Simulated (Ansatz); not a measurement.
`CO[SiH2]S[SiH3]` + H–F → `F[SiH2]S[SiH3]` + CH₃OH at 298.15 K and 1 bar (ligand exchange at the Si–O bond).

Isolated molecules relaxed with PBE0-D4/def2-TZVP in Ansatz; ΔE leaves out vibrations. CBS: MP2 limit from def2 TZ/QZ plus the TZ coupled-cluster correction, frozen cores. This one scheme is used for every species. Each species was taken in one conformer, which may not be the lowest.

```csv
species,CCSD(T)/CBS energy (Eh),H − E (kJ/mol),S (J/(mol·K))
`CO[SiH2]S[SiH3]`,-1094.05100,256.0,394.3
H–F,-100.39570,33.5,173.6
`F[SiH2]S[SiH3]`,-1078.84190,145.7,355.0
CH₃OH,-115.61712,146.3,238.2
```

H − E and S are ideal-gas, rigid-rotor, harmonic terms from PBE0-D4/def2-TZVP, for one conformer and one mirror image of each species. 1 Eh = 2625.50 kJ/mol, R = 8.31446 J/(mol·K).

Q: By hand: ΔE, ΔH, ΔS and ΔG.

A: ΔE = (-1078.84190) + (-115.61712) − (-1094.05100) − (-100.39570) = -0.01232 Eh = -32.3 kJ/mol. Δ(H − E) = 145.7 + 146.3 − 256.0 − 33.5 = 2.5, so ΔH = -29.8 kJ/mol. ΔS = 355.0 + 238.2 − 394.3 − 173.6 = 25.3 J/(mol·K). ΔG = -29.8 − 298.15 × (25.3)/1000 = -37.3 kJ/mol.

Q: By hand: the equilibrium constant, and the temperature at which ΔG would vanish if ΔH and ΔS stayed fixed.

A: log₁₀ K = −ΔG/(RT ln 10) = 6.5. ΔH and −TΔS have one sign here, so there is no such temperature.

ΔH outweighs TΔS. A doubt of 5 kJ/mol in ΔE shifts log₁₀ K by 0.9 here. Other conformers and mirror images would add mixing entropy, several J/(mol·K) or more a flexible species. Modes under 60 cm⁻¹, often nearly free rotors, make the harmonic entropy too high. These are equilibria of isolated gas molecules and say nothing of rates. Largest T1 diagnostic: 0.012 (customary marks: 0.02 for closed shells, 0.045 for open ones).
